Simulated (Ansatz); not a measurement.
Reaction (ligand exchange at a Zr–C bond): `[CH3][Zr]([F])([F])[F]` + HCl → `[F][Zr]([F])([F])[Cl]` + CH₄

Program: Ansatz. Geometries: PBE0-D4/def2-TZVP. ΔE: electronic, gas phase. CCSD(T)/CBS is the MP2 limit (def2-TZVPP, def2-QZVPP) plus CCSD(T) − MP2 in def2-TZVPP, frozen cores. This one scheme is used for every species. Functionals use def2-TZVPP. HSE06 is defined as in plane-wave codes. def2 core potentials past Kr. For Zr outer-core shells are correlated without core-valence functions, which leaves a few kJ/mol of doubt a bond.

| level | ΔE (eV) | difference from CCSD(T)/CBS |
| --- | --- | --- |
| r2SCAN0-D4 | -2.19 | -0.09 |
| HSE06-D4 | -2.13 | -0.03 |
| BHLYP-D4 | -2.21 | -0.11 |
| ωB97X-V | -2.15 | -0.05 |
| ωB97M-V | -2.13 | -0.03 |
| PBE | -2.11 | -0.01 |
| BLYP | -2.15 | -0.05 |
| r2SCAN0 | -2.19 | -0.09 |
| BHLYP | -2.21 | -0.11 |
| MP2/def2-SVP | -2.27 | -0.17 |
| MP2/def2-TZVPP | -2.17 | -0.07 |
| SCS-MP2/def2-TZVPP | -2.16 | -0.06 |
| HF/def2-QZVPP | -2.29 | -0.19 |
| MP2/def2-QZVPP | -2.17 | -0.07 |
| HF/CBS(def2) | -2.29 | -0.19 |
| CCSD/CBS(def2) | -2.09 | 0.01 |
| CCSD(T)/CBS | -2.10 | 0 |

Largest T1 diagnostic among the species: 0.017.

In def2-TZVPP, CCSD(T) changes the Hartree–Fock value by +0.17 eV (the triples alone add −0.01 eV) and MP2 by +0.11 eV. Leaving LDA and LC-ωPBE aside and taking each functional with its dispersion term where it has one, the values, not all of them listed here, spread over 0.13 eV, from B97M-V to revPBE-D4. LDA lies +0.04 eV from PBE without D4.
